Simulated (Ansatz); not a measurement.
```tsv
atom	x (Å)	y (Å)	z (Å)
C	1.4000	0.0000	0.0000
C	0.7000	1.2124	0.0000
C	-0.7000	1.2124	0.0000
C	-1.4000	0.0000	0.0000
C	-0.7000	-1.2124	0.0000
C	0.7000	-1.2124	0.0000
C	2.8000	0.0000	0.0000
H	3.4000	0.9000	0.0000
H	1.2425	2.1521	0.0000
H	-1.2425	2.1521	0.0000
H	-2.4850	0.0000	0.0000
H	-1.2425	-2.1521	0.0000
H	1.2425	-2.1521	0.0000
```

Basis set: def2-TZVP (spherical functions). Charge 0, multiplicity 1.

Computed with Ansatz (development build ahead of 0.2.0); each method stands on the lowest determinant of its kind that the runs found. Restricted functionals stand beside restricted open-shell atoms, which can lie above the unrestricted atoms usual in DFT and then raise those values.

Q: Give the atomization energy at this shape (free ground-state atoms in the same class of orbitals less the molecule, no zero-point energy) of singlet C₇H₆ by ωB97X (restricted), PBE0 (unrestricted), UHF, RHF.

A:

```
             method  atomization energy
 ωB97X (restricted)       6063.1 kJ/mol
PBE0 (unrestricted)       6141.0 kJ/mol
                UHF       4502.9 kJ/mol
                RHF       4521.9 kJ/mol
```

Caution: another spin multiplicity may lie lower. Caution for PBE0 (unrestricted): the unrestricted determinant is spin contaminated. Caution for UHF: the unrestricted determinant is a mixture of spin states. Caution for RHF: an unrestricted determinant lies well below.

The shape needn't be a minimum at these levels.
